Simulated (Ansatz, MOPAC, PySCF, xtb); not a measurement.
Scan of H₂N (cation, charge +1), triplet: symmetric bend, bond length relaxed. Scanned: H-N-H angle. Other coordinates (N-H bond length) were minimised at PBE0/def2-TZVP.

Levels of theory: PM3, unrestricted, heats of formation (MOPAC); UHF/6-31G* = unrestricted Hartree-Fock/6-31G*, spherical d run with PySCF; GFN1-xTB (xtb); FCI/aug-cc-pVDZ = Ansatz (a quantum-chemistry and plane-wave program) with full CI/aug-cc-pVDZ, frozen core.

Energies relative to the lowest point of each profile, in kcal/mol; the last columns give the difference from FCI:

| a / ° | PM3 | UHF/6-31G* | GFN1-xTB | FCI/aug-cc-pVDZ | PM3 − FCI/aug-cc-pVDZ | UHF/6-31G* − FCI/aug-cc-pVDZ | GFN1-xTB − FCI/aug-cc-pVDZ |
|---|---|---|---|---|---|---|---|
| 171.37 | 0.0 | 0.7 | 0.1 | 0.8 | -0.8 | 0.0 | -0.7 |
| 162.45 | 0.2 | 0.3 | 0.0 | 0.4 | -0.2 | 0.0 | -0.4 |
| 149.08 | 1.0 | 0.0 | 0.1 | 0.0 | 1.0 | 0.0 | 0.1 |
| 140.29 | 2.3 | 0.6 | 0.7 | 0.6 | 1.7 | 0.0 | 0.2 |
| 127.98 | 5.6 | 3.5 | 2.8 | 3.3 | 2.2 | 0.1 | -0.6 |
| 122.43 | 7.7 | 5.8 | 4.3 | 5.6 | 2.1 | 0.3 | -1.3 |
| 107.95 | 16.3 | 16.2 | 10.7 | 15.0 | 1.2 | 1.1 | -4.3 |
| 101.38 | 21.8 | 23.1 | 15.0 | 21.3 | 0.5 | 1.8 | -6.3 |
| 87.70 | 37.4 | 43.0 | 27.3 | 38.9 | -1.5 | 4.1 | -11.6 |
| 78.51 | — | — | — | 54.7 | — | — | — |

PM3 is furthest from FCI/aug-cc-pVDZ at 127.98 (2.2 kcal/mol, above); its mean absolute difference over the points is 1.3 kcal/mol.

UHF/6-31G* is furthest from FCI/aug-cc-pVDZ at 87.70 (4.1 kcal/mol, above); its mean absolute difference over the points is 0.8 kcal/mol.

GFN1-xTB is furthest from FCI/aug-cc-pVDZ at 87.70 (-11.6 kcal/mol, below); its mean absolute difference over the points is 2.8 kcal/mol.

A dash means that the run gave no value there, or that the column was ended at a point which the program doubted or which failed a test of continuity chosen for this set; such a test can also cut sound points.

The scan ran from 180.0 to 60.0; beyond the range shown the relaxed coordinates jump or full CI changes its symmetry label.
